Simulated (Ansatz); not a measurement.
Relaxation of C2H10ClNSi2 (16 atoms, charge 0, multiplicity 1), to a largest force component of 0.015 eV/Å in at most 40 steps.

These are results of Ansatz 0.2.0, RKS B3LYP/STO-3G, not measurements.

```xyz
16
Properties=species:S:1:pos:R:3:forces:R:3
C -0.263 -1.311 1.444 -1.42 3.64 0.92
Si -0.054 -0.494 -0.229 2.97 0.77 1.43
Si 2.165 -0.569 -0.771 1.54 -0.02 0.72
Cl -1.077 -1.523 -1.628 -1.62 -1.34 -1.78
C -0.579 1.296 -0.298 -0.27 1.13 0.16
N -1.994 1.472 0.078 -0.89 -0.91 1.89
H 0.049 -2.307 1.449 0.77 -2.31 0.13
H -1.331 -1.238 1.704 0.08 -0.46 0.04
H 0.243 -0.714 2.254 -0.08 -0.75 -0.93
H 2.695 -1.972 -0.743 -0.50 1.16 -0.15
H 2.967 0.197 0.272 -0.95 -0.79 -1.14
H 2.459 0.050 -2.074 -0.17 -0.36 0.54
H -0.468 1.748 -1.295 1.05 -0.08 -0.40
H -0.004 1.899 0.441 0.19 -0.26 -0.43
H -2.583 0.969 -0.609 -0.53 -0.04 -0.65
H -2.248 2.476 0.050 -0.19 0.63 -0.36
```

Problem. Where does it end, and by what steps?

Solution. The forces met the threshold. Limits of this set-up: minimal basis. After 8 steps the energy has fallen by 0.648 eV; H8 moved furthest, 0.21 Å.

| step | energy less start (eV) | largest force component (eV/Å) | accepted |
| --- | --- | --- | --- |
| 0 | 0.0000 | 3.635 | yes |
| 1 | -0.5605 | 1.132 | yes |
| 2 | -0.6304 | 0.374 | yes |
| 3 | -0.6429 | 0.215 | yes |
| 4 | -0.6469 | 0.098 | yes |
| 5 | -0.6479 | 0.040 | yes |
| 6 | -0.6482 | 0.029 | yes |
| 7 | -0.6483 | 0.015 | yes |
| 8 | -0.6483 | 0.006 | yes |

```xyz
16
Properties=species:S:1:pos:R:3
C -0.314 -1.219 1.468
Si 0.075 -0.434 -0.194
Si 2.263 -0.585 -0.792
Cl -1.102 -1.458 -1.649
C -0.584 1.345 -0.236
N -2.063 1.348 0.134
H -0.151 -2.304 1.453
H -1.360 -1.028 1.740
H 0.323 -0.790 2.254
H 2.694 -1.963 -0.814
H 3.071 0.134 0.167
H 2.478 -0.004 -2.097
H -0.376 1.813 -1.221
H -0.052 1.947 0.522
H -2.540 0.829 -0.661
H -2.386 2.347 -0.029
```

Whether the end is a true minimum wasn't checked by a vibrational analysis.

The run took 40 s on 1 thread of Intel(R) Xeon(R) Platinum 8488C (Sapphire Rapids) (shared host), peak memory 0.19 GiB.
